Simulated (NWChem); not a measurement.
ScH$_{3}$O$_{3}$; SMILES [OH][Sc]([OH])[OH]

```xyz
7

Sc     0.0000     0.0000     0.0032
O      0.4264     1.8170    -0.0014
H      1.0514     2.5419    -0.0113
O      1.3604    -1.2778    -0.0014
H      1.6756    -2.1815    -0.0113
O     -1.7868    -0.5393    -0.0014
H     -2.7270    -0.3604    -0.0113
```
Atoms are numbered in this order, from 1.

Results from NWChem. The geometry was optimised at PBE0/def2-SVP.

Question: Estimate the computed values for PBE0/aug-cc-pVDZ. Quantities: highest occupied level (eV); orbital gap (eV).

Answer: 
```json
{
  "highest occupied level (eV)": "-8.37",
  "orbital gap (eV)": "6.98"
}
```
